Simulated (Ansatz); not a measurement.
```xyz
4

N    -0.0047    0.0139    0.5150
F     1.2402   -0.0272   -0.1564
F    -0.5929    1.0120   -0.0995
F    -0.5885   -1.0924   -0.0959
```

Basis set: cc-pVDZ (spherical functions). Correlated methods keep 4 orbitals frozen. Charge 0, multiplicity 1.

Computed with Ansatz (development build ahead of 0.2.0); each method stands on the lowest determinant of its kind that the runs found. Restricted open shells among the atoms or ions are ROHF, correlated in semicanonical orbitals with singles.

(1) Give the atomization energy at this shape (free ground-state atoms in the same class of orbitals less the molecule, no zero-point energy) of singlet NF3 by RHF-MP2, RHF.

## Answers

(1)

| method | atomization energy |
| --- | --- |
| RHF-MP2 | 7.55 eV |
| RHF | 1.20 eV |
